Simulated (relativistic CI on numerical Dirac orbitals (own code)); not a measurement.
# Spin-allowed bands of a d3 ion in an octahedral site, by hand

Problem. A d3 ion in an octahedral site has a 4A2 ground term and spin-allowed bands at ν1 = 19300 and ν2 = 26620 cm⁻¹ (from a computed ligand-field model). Find Δ and the Racah parameter B, and predict the third band.

Working.
1. The F term splits into A2 (−1.2Δ), T2 (−0.2Δ) and T1 (+0.6Δ), so ν1 = E(T2) − E(A2) = Δ = 19300 cm⁻¹.
2. T1(F) mixes with T1(P), which lies at 15B, through an element 0.4Δ. The two roots, counted from A2, are ν2,3 = ½(15B + 3Δ) ∓ ½√[(15B − Δ)² + 12BΔ].
3. Solving the lower root for B gives B = (2ν1² + ν2² − 3ν1ν2)/(15ν2 − 27ν1) = -87693600/-121800 = 720 cm⁻¹.
4. The sum of the roots is 15B + 3Δ, so ν3 = 15B + 3ν1 − ν2 = 42080 cm⁻¹ (238 nm).

Check. The bands were computed by exact diagonalisation of the d3 shell with B = 720 and Δ = 19300 cm⁻¹, which gives ν3 = 42080 cm⁻¹. C does not enter the terms of highest spin.
